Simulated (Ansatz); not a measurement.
# sextet Mn: levels of theory in one basis

A single Mn atom.

Basis set: cc-pVTZ (spherical functions). Frozen core: 5 orbitals. Correlation on ROHF uses semicanonical orbitals with singles. Charge 0, multiplicity 6.

Computed with Ansatz (development build ahead of 0.2.0); each method stands on the lowest determinant of its kind that the runs found.

```tsv
method	E − E(ROHF) (eV)	<S²> of the determinant
ROHF	0.00	8.75
UHF	-0.09	8.77
ROHF-MP2	-12.24	–
UHF-MP2	-12.27	8.77
ROHF-CCSD	-12.44	–
UHF-CCSD	-12.44	8.77
ROHF-CCSD(T)	-12.77	–
UHF-CCSD(T)	-12.78	8.77
UHF-BCCD(T)	-12.78	8.77
```

(1) Is a single determinant a sound starting point here?

Results:

(1) By this sign, yes. Unrestricted orbitals gain 0.09 eV and <S²> is 8.77 against 8.75 for a pure state.
